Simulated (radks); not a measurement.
Numerical settings for the copper ion Cu+, [Ar] 3d10. Method: scalar-relativistic Kohn-Sham, PBE, spin-polarised, spherical densities, point nucleus; computed with a radial shooting solver on a logarithmic mesh with Libxc functionals. The defaults (mesh step 0.008 in ln r, mesh end at 40 bohr or more with all orbitals vanishing there, Anderson mixing 0.5 over 9 steps, residual threshold near 1e-9 with the energy settled to 1e-9 hartree or 1e-11 of itself, here a cap of 52 iterations) give E = -1654.5497 hartree and 3d at -13.659 eV in 16 iterations. Run on one thread of a shared host, so times are rough (Arm Neoverse V1): 0.17 s of CPU time, 0.17 s wall, 16 iterations on 2476 mesh points. Changes against that run (0 stands for a change within the tolerance of the run):

setting                    iterations         converged  E (mhartree)  e(3d) (meV)  CPU (s)
mesh step in ln r 0.003            16               yes             0            0     0.43
mesh step in ln r 0.08             33               yes        +0.204      -0.0214     0.07
mesh step in ln r 0.12              2                no      diverged            -     0.02
mesh end (bohr) 2                  14  level above zero     +2.43e+03    +2.69e+04     0.12
mesh end (bohr) 8                  16               yes       +0.0324         +3.9     0.17
residual threshold 1e-13           25               yes             0            0     0.22
residual threshold 0.01            12               yes             0       +0.375     0.14
mixing 0.05                        25               yes             0            0     0.25
linear mixing, mixing 0.5          52                no         +7.17         +637     0.54
linear mixing, mixing 0.2          52                no             0      -0.0301     0.45
mixing history 2                   34               yes             0            0     0.31
iteration cap 3                     3                no          +159    -1.33e+03     0.04

Settled on a wrong energy, with an occupied level pushed above zero by the early mesh end: mesh end (bohr) 2 (+2.43 hartree). Apart from these: no run marked as converged misses the energy by more than 1 mhartree. A mesh that ends early acts as a hard wall.
